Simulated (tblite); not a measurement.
Compound: C5H7FNS (doublet state).
Atom-mapped SMILES: `[H]/[C:1]=[N:2]\[CH2:3][C@@H:4]1[CH2:5][C@H:6]([F:7])[S:8]1` (hydrogens: H9 on C1; H10, H11 on C3; H12 on C4; H13, H14 on C5; H15 on C6)

Structure used (GFN2-xTB), in Å, numbered top down from 1:
```xyz
15
C5H7FNS angstrom
C      2.8809    0.3518   -0.5020
N      2.3334   -0.7145   -0.3676
C      0.9836   -1.1565   -0.1114
C      0.1372   -0.0780    0.5433
C     -1.3811   -0.2537    0.4583
C     -1.6827    1.0606   -0.2574
F     -2.3274    0.8929   -1.4457
S      0.0938    1.4988   -0.4283
H      2.6292    1.4015   -0.4727
H      1.0447   -2.0414    0.5290
H      0.5583   -1.4504   -1.0763
H      0.5042    0.1336    1.5488
H     -1.6650   -1.0984   -0.1703
H     -1.8731   -0.3522    1.4254
H     -2.2404    1.8139    0.3049
```

Level: GFN2-xTB in tblite, geometry and Hessian alike; calculated harmonic values, unscaled, isolated species. Errors from tens to a few hundred cm⁻¹ against measured bands are possible. One conformer, not necessarily the lowest. Open shells enter through the occupations alone, without spin polarisation, and single modes of such species can be off by tens of per cent.

Harmonic wavenumbers (cm⁻¹): 26.5, 78.7, 140.9, 186.5, 286.9, 313.4, 354.9, 402.3, 495.3, 581.5, 650.0, 664.7, 713.4, 786.2, 865.2, 935.7, 952.8, 964.4, 1058.5, 1062.7, 1091.7, 1108.1, 1124.6, 1167.5, 1197.6, 1239.8, 1259.7, 1289.7, 1294.4, 1431.2, 1456.1, 1919.9, 2938.7, 2943.1, 2947.4, 2953.0, 2966.1, 3002.5, 3005.4.

A = 3559, B = 1168, C = 1016 MHz; mass 132.028 u (most abundant isotopes); point group C1, symmetry number 1; spin multiplicity 2.

Q: Zero-point energy?

A: ½Σν̃ = 23928 cm⁻¹ = 68.42 kcal/mol.

Q: Give the ideal-gas entropy at 400 K and 1 bar in the rigid-rotor, harmonic-oscillator model (classical rotation).

A: Translation 42.03, rotation 29.60, vibration 31.78, spin (R ln 2) 1.38: S = 104.8 cal/(mol K).

Q: And Cp and H(400 K) − H(0)?

A: Cp = 40.59 cal/(mol K), of which vibrations give 32.64 (their classical limit is 39 R = 77.5); H(400 K) − H(0) = 9.66 kcal/mol without the zero-point energy, 6.48 from vibrations.

Q: What must be added to the electronic energy to get the Gibbs energy at 400 K and 1 bar?

A: ZPE + [H(400 K) − H(0)] − T·S = 68.42 + 9.66 − 41.92 = 36.16 kcal/mol.

Q: How do the functions run with temperature in this model?

A: 
```json
{"T (K)": "150", "S (cal/(mol K))": "76.8", "Cp (cal/(mol K))": "19.8", "H − H(0) (kcal/mol)": "2.09", "G − H(0) (kcal/mol)": "-9.42", "ln q(vib)": "2.80"}
{"T (K)": "250", "S (cal/(mol K))": "88.8", "Cp (cal/(mol K))": "28.1", "H − H(0) (kcal/mol)": "4.48", "G − H(0) (kcal/mol)": "-17.72", "ln q(vib)": "4.81"}
{"T (K)": "298.15", "S (cal/(mol K))": "94.1", "Cp (cal/(mol K))": "32.3", "H − H(0) (kcal/mol)": "5.94", "G − H(0) (kcal/mol)": "-22.13", "ln q(vib)": "5.78"}
{"T (K)": "600", "S (cal/(mol K))": "123.7", "Cp (cal/(mol K))": "52.8", "H − H(0) (kcal/mol)": "19.09", "G − H(0) (kcal/mol)": "-55.16", "ln q(vib)": "11.90"}
{"T (K)": "900", "S (cal/(mol K))": "147.5", "Cp (cal/(mol K))": "63.9", "H − H(0) (kcal/mol)": "36.75", "G − H(0) (kcal/mol)": "-95.97", "ln q(vib)": "17.68"}
```

q(vib) and H(0) count from the zero-point level.

Hindered rotation and anharmonicity are outside this model. Other conformers, if any are populated, would add a mixing term that is left out. The structure is chiral; the term R ln 2 for an equal mix with its mirror image is left out.
